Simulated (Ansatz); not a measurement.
Abridged output of a molecular run in Ansatz:

```
Functional definition: HF
1186 factors; integrals over basis functions are off by at most 1.1e-3 eV
mean field evaluation 1: about -68253.4338 eV, gradient 5.1e1 eV
mean field evaluation 2: about -68253.5013 eV, gradient 5.1e1 eV
mean field evaluation 4: about -68258.5742 eV, gradient 3.3e0 eV
mean field evaluation 8: about -68258.6261 eV, gradient 3.4e-1 eV
mean field -68258.62645187 eV, -2508.4582547475 hartree, gradient 2.0e-6 eV, S^2 0.000000; 0 other end points of the search recorded, 0 dependent functions left out
21 core orbitals not correlated: weight in the atoms' cores, before any rotation towards them, 1.000 or more for the frozen orbitals, at most 0.000 for the correlated occupied ones
reference -68258.62645187 eV, -2508.4582547475 hartree; 19, 19 occupied and 85, 85 virtual orbitals, 1186 factors
second order -23.69786277 eV of doubles, -0.00000000 eV of singles
cycle   1  -23.41960931 eV  change    2.8e-1 eV  update   1.4e-1
cycle   2  -24.16361706 eV  change   -7.4e-1 eV  update   4.3e-2
cycle   3  -24.34570775 eV  change   -1.8e-1 eV  update   2.2e-2
cycle   4  -24.33041173 eV  change    1.5e-2 eV  update   5.4e-3
cycle   5  -24.32594446 eV  change    4.5e-3 eV  update   2.7e-3
cycle   6  -24.32720780 eV  change   -1.3e-3 eV  update   7.9e-4
cycle   7  -24.32668837 eV  change    5.2e-4 eV  update   3.0e-4
cycle   8  -24.32662115 eV  change    6.7e-5 eV  update   9.8e-5
cycle   9  -24.32665155 eV  change   -3.0e-5 eV  update   3.5e-5
perturbative correction -0.56595292 eV, -0.0207983861 hartree
Total energy: -68283.51905634 eV, -2509.3730410887 hartree
```

Its atoms:

```xyz
11

Si   -1.190    2.344   -1.624
O    -1.311    0.787   -1.174
Zn   -0.604   -0.414   -0.114
O    -0.019   -1.697    0.922
Si    1.326   -2.252    1.649
H    -1.503    3.263   -0.492
H    -2.150    2.605   -2.728
H     0.186    2.669   -2.100
H     1.920   -1.224    2.551
H     0.979   -3.450    2.457
H     2.366   -2.631    0.651
```

Which basis set was used?
A. def2-SVP
B. def2-TZVPP
C. cc-pV(T+d)Z
D. def2-TZVPPD

A. It gives 125 functions.

Write the keys of the input that set method, charge and spin (a neutral closed shell needs none for the last two).


```yaml
correlation: {method: ccsd_t, frozen_orbitals: {H: 0, O: 1, Si: 5, Zn: 9}}
```
